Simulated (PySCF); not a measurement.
# Kr²⁺ (krypton, charge +2): UHF calculation

Configuration: [Ar] 3d10 4s2 4p3 4d1, high-spin 5D determinant (an excited configuration). Computed with PySCF 2.14 in aug-cc-pVDZ-DK, with scalar relativity by spin-free X2C-1e.

| Item | Value |
| --- | --- |
| Total energy | -2786.095737 hartree |
| One-electron energy | -3838.8683 hartree |
| Hartree (Coulomb) energy | 1147.6325 hartree |
| Exchange energy | -94.8599 hartree |
| ⟨S²⟩ | 6.0007 |
| ⟨L²⟩ | 6.003 |
| Sum of ⟨r⟩ | 21.70 bohr |
| Sum of ⟨r²⟩ | 27.99 bohr² |
| Traceless quadrupole moment −½Σ⟨3z² − r²⟩ along its main axis | 1.72 e·bohr² |
| Langevin diamagnetic susceptibility | -22.2 ×10⁻⁶ cm³/mol |

```csv
shell,electrons,mean orbital energy (hartree),spread (hartree),"rms radius, mean of both spins (bohr)"
1s α,1,-530.42729,0,0.0478
1s β,1,-530.40863,0,0.0478
2s α,1,-73.13523,0,0.199
2s β,1,-73.12165,0,0.199
2p α,3,-64.61335,0.00037,0.177
2p β,3,-64.58902,0.00277,0.177
3s α,1,-12.29898,0,0.564
3s β,1,-12.26089,0,0.564
3p α,3,-9.49235,0.00570,0.581
3p β,3,-9.44179,0.00871,0.581
3d α,5,-4.81805,0.01591,0.610
3d β,5,-4.78720,0.01015,0.610
4s α,1,-2.23359,0,1.60
4s β,1,-1.82117,0,1.60
4p α,3,-1.51058,0.01896,1.84
4d α,1,-0.64825,0,2.47
```

The outer electron is Rydberg-like, and this basis confines it to a smaller radius and binds it less than a complete one would.

Densities and radii are taken from the X2C orbitals without a picture-change correction, which distorts them close to the nucleus.

Spin-orbit constants ζ (cm⁻¹) from the X2C one-electron operator on these orbitals: bare nucleus, nucleus screened by l(l+1)(2l+1)/3 electrons, and screened by the Breit-Pauli mean field of the electrons.

```csv
shell,bare,screened nucleus,mean field
2p,296600,280100,272500
3p,43770,41340,40000
3d,5536,3998,3739
4p,4259,4022,3873
4d,193.1,139.5,118.6
```

To first order the Landé constant is A = 29.64 cm⁻¹, so the lowest level has J = 0 and lies 0.0221 eV below the centre of the term. This holds in LS coupling only.
